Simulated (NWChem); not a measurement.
# CHO2, doublet; SMILES [O]C=O

```xyz
4

O     -1.1431     0.0000    -0.1253
C      0.0057     0.0000     0.2148
O      1.1739     0.0000    -0.2042
H      0.2076     0.0000     1.3716
```
Atoms are numbered in this order, from 1.

Computed with NWChem. Spin-unrestricted. The geometry was optimised at PBE0/def2-SVP, spin-unrestricted. No stability test was run on the SCF state. Fermi-contact couplings, non-relativistic, static geometry.

| level | A(iso) 17O atom 1 (MHz) | A(iso) 13C atom 2 (MHz) | A(iso) 17O atom 3 (MHz) | A(iso) 1H atom 4 (MHz) | <S²> | relative time |
|---|---|---|---|---|---|---|
| PBE/IGLO-III | -11.6 | -67.3 | -21.8 | 598 | 0.753 | 1 |
| CAM-B3LYP/IGLO-III | -10.0 | -87.6 | -33.1 | 608 | 0.757 | 8 |
| TPSSh/pcJ-1 | -11.9 | -101.2 | -29.4 | 670 | 0.756 | 1 |
| CAM-B3LYP/pcJ-1 | -8.0 | -89.9 | -32.7 | 643 | 0.757 | 2 |

Relative times are rough (shared machine, one core).
